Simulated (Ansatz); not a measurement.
Cost and result for the atomization energy of CH₅BN₂Si (10 atoms, 11 bonds).

Cartesian coordinates in Å:
```
Si -0.437 -1.149 1.231
B 0.065 -0.248 -0.496
N 1.344 -0.177 -1.203
C 0.866 1.029 -1.320
N -0.526 0.945 -1.190
H -0.156 -0.207 2.351
H -1.891 -1.467 1.257
H 0.339 -2.397 1.442
H 1.419 1.973 -1.351
H -1.022 1.698 -0.721
```

Charge 0, multiplicity 1. The bonds changed during the relaxation, so this is another structure than the one it started from. The geometry is a stationary point of PBE0-D4/def2-TZVP. Program: Ansatz. All runs use 2 threads of an Arm Neoverse V1 on a shared host. Times are those of one run each, without the atoms' runs, and a repeat can differ threefold. Electronic energies, without spin–orbit coupling; frozen cores. CCSD(T)/CBS adds CCSD(T) − MP2 in def2-TZVPP to the MP2 limit, and its time is that of the two runs behind it. T1 = 0.016.

CCSD(T)/CBS is a level of theory with its own doubt, some kJ/mol a heavy atom from the limit and from the frozen cores, so smaller differences don't rank the functionals.

```json
{"level": "BLYP-D4/def2-TZVPP", "functions": "236", "wall time": "3.3 s"}
{"level": "PBE-D4/def2-TZVPP (with forces)", "functions": "236", "wall time": "4.3 s"}
{"level": "PBE0-D4/def2-TZVPP", "functions": "236", "wall time": "4.8 s"}
{"level": "CAM-B3LYP-D4/def2-TZVPP", "functions": "236", "wall time": "5.5 s"}
{"level": "CCSD(T)/def2-SVP", "functions": "99", "wall time": "7 s"}
{"level": "r2SCAN-D4/def2-TZVPP (with forces)", "functions": "236", "wall time": "8 s"}
{"level": "B2PLYP/def2-TZVPP", "functions": "236", "wall time": "9.5 s"}
{"level": "PBE-QIDH/def2-TZVPP", "functions": "236", "wall time": "10 s"}
{"level": "B97M-V/def2-TZVPP", "functions": "236", "wall time": "16 s"}
{"level": "ωB97M-V/def2-TZVPP (with forces)", "functions": "236", "wall time": "19 s"}
{"level": "MP2/def2-QZVPP", "functions": "448", "wall time": "35 s"}
{"level": "CCSD(T)/def2-TZVPP", "functions": "236", "wall time": "10 min"}
{"level": "CCSD(T)/CBS(def2)", "functions": "–", "wall time": "11 min"}
```

Question: What atomization energy does each give, and how far from CCSD(T)/CBS? (Estimate.)

Answer: The calculation gave: 
| level | atomization (kJ/mol) | difference from CCSD(T)/CBS | per bond |
| --- | --- | --- | --- |
| BLYP-D4/def2-TZVPP | 3708.6 | 51.7 | 4.7 |
| PBE-D4/def2-TZVPP (with forces) | 3802.0 | 145.1 | 13.2 |
| PBE0-D4/def2-TZVPP | 3705.6 | 48.7 | 4.4 |
| CAM-B3LYP-D4/def2-TZVPP | 3701.7 | 44.8 | 4.1 |
| CCSD(T)/def2-SVP | 3434.3 | -222.6 | -20.2 |
| r2SCAN-D4/def2-TZVPP (with forces) | 3685.6 | 28.7 | 2.6 |
| B2PLYP/def2-TZVPP | 3642.7 | -14.2 | -1.3 |
| PBE-QIDH/def2-TZVPP | 3649.5 | -7.4 | -0.7 |
| B97M-V/def2-TZVPP | 3702.6 | 45.7 | 4.2 |
| ωB97M-V/def2-TZVPP (with forces) | 3699.2 | 42.3 | 3.8 |
| MP2/def2-QZVPP | 3686.3 | 29.4 | 2.7 |
| CCSD(T)/def2-TZVPP | 3541.9 | -115.0 | -10.5 |
| CCSD(T)/CBS(def2) | 3656.9 | 0.0 | 0.0 |

In def2-TZVPP, CCSD(T) changes the Hartree–Fock value by +1026.1 kJ/mol (the triples alone add +74.8 kJ/mol) and MP2 by +1101.8 kJ/mol; breaking electron pairs costs correlation energy, which Hartree–Fock lacks. From r2SCAN to r2SCAN0 (25 % exact exchange), in def2-TZVPP and without D4, the atomization energy moves by −76.8 kJ/mol: exact exchange takes away binding that semilocal exchange gives to molecules. At CCSD(T), def2-SVP lies −222.6 kJ/mol from the extrapolated value and def2-TZVPP −115.0 kJ/mol: correlation converges slowly with the basis, and small sets miss more of it in the bonded molecule than in its fragments.
